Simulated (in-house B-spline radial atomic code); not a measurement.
Whole-atom quantities along the 30-electron series, configuration [Ar] 3d10 4s2. Computed with a radial B-spline atomic code at the basis-set limit: non-relativistic Hartree-Fock, average of the configuration, point nuclei.

This level leaves out relativity, spin-orbit splitting included, which matters for heavy ions.

| ion | Z | E/Z² (Eh) | Σ<r²> (bohr²) | n(0)/Z³ (bohr⁻³) | Lamb diamagnetic shielding (ppm) | repulsion over attraction |
| --- | --- | --- | --- | --- | --- | --- |
| Rh15+ | 45 | -2.2745 | 4.8802 | 0.70093 | 4165.95 | 0.12779 |
| Pd16+ | 46 | ? | ? | ? | ? | ? |
| Ag17+ | 47 | -2.3031 | 4.2542 | 0.70264 | 4383.86 | 0.12342 |
| Cd18+ | 48 | -2.3166 | 3.9869 | 0.70346 | 4492.78 | 0.12133 |
| In19+ | 49 | -2.3297 | 3.7449 | 0.70424 | 4601.69 | 0.1193 |
| Sn20+ | 50 | ? | ? | ? | ? | ? |
| Sb21+ | 51 | -2.3547 | 3.3244 | 0.70574 | 4819.45 | 0.11542 |
| Te22+ | 52 | -2.3665 | 3.1409 | 0.70646 | 4928.32 | 0.11355 |
| I23+ | 53 | -2.378 | 2.9725 | 0.70715 | 5037.17 | 0.11175 |
| Xe24+ | 54 | ? | ? | ? | ? | ? |
| Cs25+ | 55 | -2.3999 | 2.6748 | 0.70848 | 5254.86 | 0.10828 |
| Ba26+ | 56 | -2.4103 | 2.5428 | 0.70911 | 5363.68 | 0.10662 |
| La27+ | 57 | -2.4204 | 2.4206 | 0.70972 | 5472.51 | 0.10501 |

Problem. Fill in the row of Pd16+.

Solution. E/Z² (Eh): -2.289; Σ<r²> (bohr²): 4.5504; n(0)/Z³ (bohr⁻³): 0.7018; Lamb diamagnetic shielding (ppm): 4274.91; repulsion over attraction: 0.12558.

Problem. Fill in the row of Sn20+.

Solution. E/Z² (Eh): -2.3424; Σ<r²> (bohr²): 3.525; n(0)/Z³ (bohr⁻³): 0.70501; Lamb diamagnetic shielding (ppm): 4710.58; repulsion over attraction: 0.11733.

Problem. Fill in the row of Xe24+.

Solution. E/Z² (Eh): -2.3891; Σ<r²> (bohr²): 2.8177; n(0)/Z³ (bohr⁻³): 0.70783; Lamb diamagnetic shielding (ppm): 5146.02; repulsion over attraction: 0.10999.

Problem. With what power of Z does the column «Σ<r²> (bohr²)» change over this range?

Solution. A fit of the logarithm of its size against log Z from Z = 45 to 57 has slope -2.96. Unscreened non-relativistic hydrogenic orbitals would give -2.
